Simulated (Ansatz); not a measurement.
The cluster TiS₂⁻, relaxed as a doublet with UKS PBE-D4/def2-TZVPD in Ansatz, starting from the GFN1-xTB geometry. Force threshold 0.02 eV/Å.

The charge -1 doublet is spin-contaminated (final ⟨S²⟩ up to 1.44, 0.75 for a pure state). The highest occupied level of the charge -1 doublet lies above zero (up to 0.75 eV). It is a level of β spin, whose loss leaves a triplet; that state wasn't run at this geometry and level. The electron is either unbound and held by the finite basis, or the level is raised by self-interaction error. The relaxation made no stability test and no search for a lower SCF solution. No other spin state of charge -1 was run. Another isomer (doublet) lies 1.81 eV lower at PBE0-D4/def2-TZVPD; other spin states weren't run for this one.

Start:

```csv
atom,x (Å),y (Å),z (Å)
Ti1,0.4621,-0.3997,1.1448
S2,0.4046,-0.5092,-1.0744
S3,-0.8667,0.9089,-0.0704
```

```csv
step,energy (eV),largest force component (eV/Å),SCF passes
1,-44772.7228,2.134,99
2,-44772.8623,0.687,37
3,-44772.8808,0.180,30
4,-44772.8839,0.036,28
5,-44772.8843,0.006,28
```

Force components are those of the run's own axes.

End:

```xyz
3

Ti    0.493   -0.426    1.227
S     0.372   -0.477   -1.103
S    -0.866    0.904   -0.123
```

By distances, no bond broke or formed. The bond that changes most is Ti1–S2, from 2.22 to 2.33 Å (atoms count from 1).

No frequencies were taken in this run, so the end may be a saddle point.

Hardware: 4 threads of Arm Neoverse V2 on a shared host. Wall time 11 s.
